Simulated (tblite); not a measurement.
C5H10O2Si.
Geometry (GFN2-xTB, Å), atoms numbered from 1 in this order:
```xyz
18
C5H10O2Si angstrom
C      3.0081   -0.6920   -0.2977
C      2.5717    0.2749    0.4869
O      1.3226    0.7791    0.5045
Si     0.0183    0.4769   -0.4258
C     -0.9757   -1.1069   -0.0447
C     -2.2137   -0.5407    0.6714
O     -2.5297    0.7428    0.1858
C     -1.3857    1.5825    0.2315
H      4.0248   -1.0312   -0.2435
H      2.3581   -1.1664   -1.0109
H      3.2082    0.7641    1.2146
H      0.3013    0.6365   -1.8528
H     -0.4731   -1.8357    0.5882
H     -1.2873   -1.6190   -0.9532
H     -2.0151   -0.4842    1.7530
H     -3.1037   -1.1517    0.5106
H     -1.6223    2.4471   -0.3837
H     -1.2155    1.9302    1.2597
```

Computed with GFN2-xTB (tblite): harmonic, unscaled wavenumbers at the GFN2-xTB geometry, gas phase. This tight-binding method is rough: wavenumbers can miss measured ones by several per cent, in bad cases by 10 to 20. Modes of hydrogen on silicon can be 10 to 20 % off. One conformer, not necessarily the lowest.

Harmonic wavenumbers (cm⁻¹): 45.3, 67.3, 103.2, 146.5, 204.8, 237.8, 274.2, 401.7, 515.0, 555.5, 608.9, 660.9, 671.9, 694.5, 743.1, 753.9, 792.4, 829.6, 838.6, 928.5, 953.9, 991.8, 992.7, 1017.0, 1076.2, 1146.6, 1161.8, 1186.7, 1226.2, 1249.3, 1271.9, 1288.7, 1330.1, 1381.4, 1462.9, 1466.4, 1484.3, 1701.2, 2259.7, 2851.6, 2861.6, 2979.9, 3002.9, 3012.0, 3015.1, 3039.7, 3125.9, 3167.4.

A = 4172, B = 1018, C = 905.3 MHz; mass 130.045 u (most abundant isotopes); point group C1, symmetry number 1.

Zero-point energy?

Half the sum of the wavenumbers: 30889 cm⁻¹ = 369.52 kJ/mol.

Give the ideal-gas entropy at 273.15 K and 1 bar in the rigid-rotor, harmonic-oscillator model (classical rotation).

Translation 167.75, rotation 119.47, vibration 100.71: S = 387.9 J/(mol K).

And Cp and H(273.15 K) − H(0)?

Cp = 140.09 J/(mol K), of which vibrations give 106.84 (their classical limit is 48 R = 399.1); H(273.15 K) − H(0) = 23.47 kJ/mol without the zero-point energy, 14.39 from vibrations.

How do the functions run with temperature in this model?

```json
{"T (K)": "100", "S (J/(mol K))": "288.1", "Cp (J/(mol K))": "73.6", "H − H(0) (kJ/mol)": "5.33", "G − H(0) (kJ/mol)": "-23.48", "ln q(vib)": "1.71"}
{"T (K)": "200", "S (J/(mol K))": "349.4", "Cp (J/(mol K))": "108.9", "H − H(0) (kJ/mol)": "14.38", "G − H(0) (kJ/mol)": "-55.51", "ln q(vib)": "4.08"}
{"T (K)": "300", "S (J/(mol K))": "401.6", "Cp (J/(mol K))": "151.9", "H − H(0) (kJ/mol)": "27.39", "G − H(0) (kJ/mol)": "-93.09", "ln q(vib)": "6.40"}
{"T (K)": "500", "S (J/(mol K))": "498.1", "Cp (J/(mol K))": "227.9", "H − H(0) (kJ/mol)": "65.81", "G − H(0) (kJ/mol)": "-183.22", "ln q(vib)": "11.11"}
{"T (K)": "800", "S (J/(mol K))": "622.0", "Cp (J/(mol K))": "298.4", "H − H(0) (kJ/mol)": "145.77", "G − H(0) (kJ/mol)": "-351.87", "ln q(vib)": "18.06"}
{"T (K)": "1000", "S (J/(mol K))": "692.0", "Cp (J/(mol K))": "328.3", "H − H(0) (kJ/mol)": "208.60", "G − H(0) (kJ/mol)": "-483.42", "ln q(vib)": "22.41"}
```

q(vib) and H(0) count from the zero-point level.

What must be added to the electronic energy to get the Gibbs energy at 273.15 K and 1 bar?

ZPE + [H(273.15 K) − H(0)] − T·S = 369.52 + 23.47 − 105.96 = 287.03 kJ/mol.

Which modes carry the vibrational entropy at 273.15 K?

45.3 cm⁻¹: 20.25; 67.3 cm⁻¹: 16.98; 103.2 cm⁻¹: 13.48; 146.5 cm⁻¹: 10.67; 204.8 cm⁻¹: 8.08; 237.8 cm⁻¹: 6.97 J/(mol K); the other 42 give 24.28 together.

Hindered rotation and anharmonicity are outside this model. Other conformers, if any are populated, would add a mixing term that is left out. The structure is chiral; the term R ln 2 for an equal mix with its mirror image is left out.
